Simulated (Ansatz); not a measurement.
`BC[SiH](O)F` + `[F][Ta]([F])([F])([F])[Cl]` → `BC[SiH](F)Cl` + `[OH][Ta]([F])([F])([F])[F]`  (redistribution)

Program: Ansatz. Geometries: PBE0-D4/def2-TZVP. ΔE: electronic, gas phase. CCSD(T)/CBS is the MP2 limit (def2-TZVPP, def2-QZVPP) plus CCSD(T) − MP2 in def2-TZVPP, frozen cores. Functionals use def2-TZVPP. HSE06 is defined as in plane-wave codes. def2 core potentials past Kr. For Ta outer-core shells are correlated without core-valence functions, which leaves a few kJ/mol of doubt a bond. One conformer a species, not always the lowest.

```
             level  ΔE (kcal/mol)  difference from CCSD(T)/CBS
         r2SCAN-D4            2.5                          1.0
           PBE0-D4            1.5                          0.0
          BHLYP-D4            1.6                          0.1
            r2SCAN            2.5                          1.0
           r2SCAN0            2.3                          0.8
             HSE06            1.8                          0.3
RPA@PBE/def2-TZVPP            2.2                          0.7
       HF/def2-SVP           -3.0                         -4.5
     HF/def2-QZVPP            2.6                          1.1
     MP2/CBS(def2)            1.4                         -0.1
       CCSD(T)/CBS            1.5                            0
```

Question: What do rigid-rotor, harmonic-oscillator terms from PBE0-D4/def2-TZVP frequencies (298.15 K, 1 bar) make of the CCSD(T)/CBS value? (Best estimate.)

Answer: The calculation gave: ΔZPE = -0.6 kcal/mol, ΔH = +1.0 kcal/mol, ΔS = 5 J/(mol·K), ΔG = +0.7 kcal/mol.

Largest T1 diagnostic among the species: 0.018.

At CCSD(T), def2-SVP lies −4.6 kcal/mol from the extrapolated value and def2-TZVPP +0.4 kcal/mol. Leaving LDA and LC-ωPBE aside and taking each functional with its dispersion term where it has one, the values, not all of them listed here, spread over 1.7 kcal/mol, from ωB97X-V to B97M-V.
